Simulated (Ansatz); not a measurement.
Reactions of AlH₅OSi, SMILES `[AlH2][O][SiH3]`.

Isolated molecules relaxed with PBE0-D4/def2-TZVP in Ansatz; ΔE leaves out vibrations. CCSD(T)/CBS adds triple-zeta CCSD(T) − MP2 to the extrapolated MP2 energy (def2 sets, frozen cores). This one scheme is used for every species. DFT in def2-TZVPP. B3LYP here is the variant with VWN-RPA as its local correlation; programs differ in this. For Ge outer-core shells are correlated without core-valence functions, which leaves a few kJ/mol of doubt a bond. Scalar relativity is left out up to krypton. One conformer a species, not always the lowest.

```tsv
reaction	B3LYP-D4 (kcal/mol)	CCSD/CBS(def2) (kcal/mol)	CCSD(T)/def2-SVP (kcal/mol)	PBE-D4 (kcal/mol)
`[AlH2][O][SiH3]` + `OB(F)F` → `FB(F)O[SiH3]` + `[OH][AlH2]`	5.0	5.1	6.5	4.6
`[AlH2][O][SiH3]` + CH₃NH₂ → `C[NH][AlH2]` + silanol	15.8	16.4	15.8	13.2
`[AlH2][O][SiH3]` + `N[SiH2]F` → `F[SiH2][NH][AlH2]` + silanol	14.8	14.5	14.0	12.6
`[AlH2][O][SiH3]` + `[OH][Ge]([OH])([OH])[OH]` → `O[SiH2][O][AlH2]` + `[OH][GeH]([OH])[OH]`	-15.3	-15.2	-10.6	-14.9
```

**Question.** Give the CCSD(T)/CBS values in the same order. (Best estimate.)

**Answer.** Computed: 4.9, 15.7, 13.9, -15.1 kcal/mol.

Largest T1 diagnostic: 0.012, for `[OH][AlH2]`.
